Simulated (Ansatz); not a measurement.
Species: sum formula H3SiO2 (charge 0, doublet). It need not be the lowest isomer of its formula. 
Geometry from a B3LYP-D3(BJ)/def2-TZVP (Ansatz, a first-principles code) optimisation:
```
Si
O 1 1.6367
H 2 0.9609 1 119.70
O 1 1.6478 2 117.48 3 55.74
H 1 1.4747 2 104.88 3 178.91
H 1 1.4917 5 113.47 2 -123.29
```
Charge 0, spin multiplicity 2.

Basis-set convergence of Hartree-Fock and MP2 correlation energies (hartree) with Ansatz. Valence correlation only, unless marked. UHF or UKS for open shells. Spin-orbit coupling is left out. No relativistic terms.

```
basis            functions       E(HF)  E(corr, MP2)
---------------  ---------  ----------  ------------
aug-cc-pV(D+d)Z        105  -440.46813      -0.45632
aug-cc-pV(T+d)Z        216           …             …
```

What belongs in the gaps?


- aug-cc-pV(T+d)Z, E(HF): -440.52850
- aug-cc-pV(T+d)Z, E(corr, MP2): -0.56315
